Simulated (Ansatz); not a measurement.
# Si3NH9 (trisilylamine): methods side by side

Si3NH9: 13 atoms, total charge 0, spin state singlet. As SMILES, `[SiH3]N([SiH3])[SiH3]`. The shape is that of a PBE0-D4/def2-TZVP optimisation.

Each level gives the electronic atomisation energy (eV). The values are calculated. Electronic energies at fixed atoms, without zero-point motion or spin-orbit coupling.

| level | kind | program | value (eV) | CPU time (all runs) |
| --- | --- | --- | --- | --- |
| HF/6-31G* (spherical functions) | Hartree–Fock | Ansatz | 30.57 | 2.9 s |
| r2SCAN/6-31G* (spherical functions) | meta-GGA | Ansatz | 40.76 | 19 s |
| B3LYP/6-31G* (spherical functions) | global hybrid | Ansatz | 40.59 | 11 s |
| BHLYP/6-31G* (spherical functions) | global hybrid | Ansatz | 40.21 | 12 s |
| PBE-QIDH/6-31G* (spherical functions) | double hybrid | Ansatz | 39.12 | 14 s |
| RPA@PBE0/6-31G* (spherical functions) | RPA | Ansatz | 36.21 | 16 s |
| BCCD(T)/6-31G* (spherical functions) | coupled cluster or CI | Ansatz | 36.30 | 16 s |
| CCSD/6-31G* (spherical functions) | coupled cluster or CI | Ansatz | 36.06 | 9.9 s |

Correlated wave functions underbind in double-zeta sets. The values span 30.57 to 40.76 eV. In so small a basis fixed costs decide the times, and correlated methods can beat functionals. CPU times are rough (shared hosts, several kinds of processor and program).
